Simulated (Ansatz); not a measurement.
`O[Si]([SiH3])([SiH3])S` and `N[Si](O)([SiH3])[SiH3]` differ in one atom or group.

Ansatz, PBE0-D4/def2-TZVP geometries, multiplicity 1. Each molecule was computed in one conformer, which needn't be the lowest.

```csv
property,`O[Si]([SiH3])([SiH3])S`
HOMO energy (ωB97M-V/def2-TZVPP) / eV,-9.48
HOMO–LUMO gap (PBE/def2-TZVPP) / eV,4.80
LUMO energy (ωB97M-V/def2-TZVPP) / eV,1.01
HOMO–LUMO gap (PBE0/def2-TZVPP) / eV,6.75
size of the dipole moment (ωB97M-V/def2-TZVPP) / D,0.76
HOMO energy (PBE/def2-TZVPP) / eV,-6.31
```

(1) What does the change do to each property? (Estimate.)

Results:

(1) Computed: 
| property | `N[Si](O)([SiH3])[SiH3]` | shift |
| --- | --- | --- |
| HOMO energy (ωB97M-V/def2-TZVPP) / eV | -9.19 | 0.29 |
| HOMO–LUMO gap (PBE/def2-TZVPP) / eV | 4.81 | 0.01 |
| LUMO energy (ωB97M-V/def2-TZVPP) / eV | 1.24 | 0.23 |
| HOMO–LUMO gap (PBE0/def2-TZVPP) / eV | 6.74 | -0.01 |
| size of the dipole moment (ωB97M-V/def2-TZVPP) / D | 0.68 | -0.08 |
| HOMO energy (PBE/def2-TZVPP) / eV | -6.07 | 0.24 |

Dipoles are sizes alone; their direction can turn.
